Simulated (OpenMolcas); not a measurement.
Co4+ among 4 point charges of -2.5 e arranged as a square (D4h), 1.51 Å from the ion.

```
Program             : OpenMolcas
Method              : SS-CASPT2, IPEA 0.25 Eh, imaginary shift 0.1 Eh (closed shells correlated: 3s 3p)
Basis               : ANO-RCC-VDZP [5s4p2d1f]
Scalar Hamiltonian  : DKH2, point nucleus
Active space        : 5 electrons in 5 orbitals (3d)
State averaging     : 2S+1 = 6 even, 1 root; 2S+1 = 4 even, 24 roots; 2S+1 = 2 even, 75 roots
Spin-orbit coupling : state interaction with AMFI integrals over the reference wave functions
```

What is the spin-free ground state (labels of D4, the rotations of D4h)?

6A1, 1-fold in its orbital part, 100 % from free-ion S terms; it has the highest spin that d5 allows.

What are the lowest two levels with spin-orbit coupling?

A 2-fold level E1/2 with g = 2.00, 6.01, 6.01, then a 2-fold level E3/2 0 cm-1 above it. Their leading multiplicities are 6 (100 %) and 6 (100 %).

What is χT at 300 K, and how does it compare with the textbook value?

The lowest level has 2S+1 = 6, for which the spin-only value is χT = S(S+1) / 2 = 4.375 cm3 K/mol (g = 2). The computed 4.384 at 300 K differs by +0.009, little more than the free-electron g of 2.0023 accounts for.

Point charges give a weaker field than real ligands, and real ions of this kind are often low spin; the high spin found here belongs to the model. Free-ion shares, where given, are those of the reference states; single-state CASPT2 does not remix them. Point charges carry no covalency, so the field is a model and not that of real ligands. No measured value stands beside these numbers.
